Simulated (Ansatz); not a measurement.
Molecule: SnF2, net charge 0, singlet state. 
Structure (B3LYP-D3(BJ)/def2-TZVP (Ansatz, a program for electronic structure) minimum search):
```
Sn
F 1 1.9482
F 1 1.9482 2 96.21
```
Charge 0, spin multiplicity 1.

Wanted: vertical ionisation energy (to the doublet state of charge +1; each state is the SCF solution reached for its spin), in eV. Valence correlation only, unless marked. UHF or UKS for open shells. Spin-orbit coupling is left out. The frozen core is the preceding noble-gas configuration, with the filled d and f shells of earlier blocks. In def2 rows, elements after Kr have scalar-relativistic effective core potentials. CBS(X,Y): correlation extrapolated as X^-3; Hartree-Fock from the larger set. The bracket is a focal-point correction in the basis named.

| level | program | vertical ionisation energy (eV) |
|---|---|---|
| SVWN5/def2-TZVPD | Ansatz | (withheld) |
| CAM-B3LYP/def2-TZVPD | Ansatz | 11.49 |
| wB97X-V/def2-TZVPD | Ansatz | (withheld) |
| B2PLYP/def2-TZVPD | Ansatz | 11.24 |
| SCS-MP2/def2-TZVPPD | Ansatz | 11.16 |
| RI-MP2/CBS(def2-TZVPPD,def2-QZVPPD)+[CCSD(T)-MP2]/def2-TZVPPD | Ansatz | (withheld) |

Task: What belongs in the gaps?

Result: 
- SVWN5/def2-TZVPD, vertical ionisation energy (eV): 11.40
- wB97X-V/def2-TZVPD, vertical ionisation energy (eV): 11.34
- RI-MP2/CBS(def2-TZVPPD,def2-QZVPPD)+[CCSD(T)-MP2]/def2-TZVPPD, vertical ionisation energy (eV): 11.23
